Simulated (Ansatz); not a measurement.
Program: Ansatz. Geometries: PBE0-D4/def2-TZVP. ΔE: electronic, gas phase. CBS: MP2 limit from def2 TZ/QZ plus the TZ coupled-cluster correction, frozen cores. This one scheme is used for every species. Functionals use def2-TZVPP. Each species was taken in one conformer, which may not be the lowest.

Reaction (cleavage of the B–Si bond): `B[SiH2]C` + `C#C[SiH2]O` → `BO[SiH2]C#C` + `C[SiH3]`

`B[SiH2]C`:

Cartesian coordinates in Å:
```
B -1.597 -0.492 -0.809
Si 0.102 0.512 -0.423
C 1.113 -0.112 1.028
H -1.944 -1.466 -0.206
H -2.311 -0.118 -1.693
H -0.251 1.950 -0.213
H 0.925 0.460 -1.672
H 1.408 -1.153 0.874
H 2.020 0.481 1.161
H 0.535 -0.061 1.953
```

`C#C[SiH2]O`:

Cartesian coordinates in Å:
```
C 0.745 -0.113 -2.025
C 0.337 -0.219 -0.895
Si -0.263 -0.366 0.826
O -1.018 1.008 1.313
H 1.102 -0.023 -3.026
H 0.915 -0.682 1.672
H -1.273 -1.441 0.914
H -0.545 1.836 1.220
```

`BO[SiH2]C#C`:

```xyz
10

B    -1.337   -0.836    1.557
O    -0.831    0.223    0.893
Si    0.685    0.529    0.308
C     0.639    0.461   -1.509
C     0.634    0.416   -2.714
H    -0.627   -1.767    1.834
H    -2.496   -0.810    1.858
H     1.065    1.891    0.739
H     1.640   -0.484    0.814
H     0.626    0.377   -3.780
```

`C[SiH3]`:

Cartesian coordinates in Å:
```
C -0.975 0.125 -0.095
Si 0.872 -0.112 0.085
H -1.197 0.860 -0.872
H -1.414 0.477 0.841
H -1.461 -0.814 -0.367
H 1.469 -0.589 -1.192
H 1.173 -1.115 1.142
H 1.533 1.168 0.458
```

```tsv
species	LC-ωPBE energy (Eh)
`B[SiH2]C`	-356.51727
`C#C[SiH2]O`	-443.19063
`BO[SiH2]C#C`	-468.64828
`C[SiH3]`	-331.11992
```

(1) Work out ΔE.

Largest T1 diagnostic among the species: 0.014.

Answers

(1) ΔE = (-468.64828) + (-331.11992) − (-356.51727) − (-443.19063) = -0.06030 Eh = -37.8 kcal/mol. CCSD(T)/CBS gives -38.8 kcal/mol.

In def2-TZVPP, CCSD(T) changes the Hartree–Fock value by +2.5 kcal/mol (the triples alone add −0.0 kcal/mol) and MP2 by +1.1 kcal/mol. From BLYP to BHLYP (50 % exact exchange), in def2-TZVPP and without D4, ΔE moves by −1.4 kcal/mol. At CCSD(T), def2-SVP lies −5.5 kcal/mol from the extrapolated value and def2-TZVPP −0.4 kcal/mol.
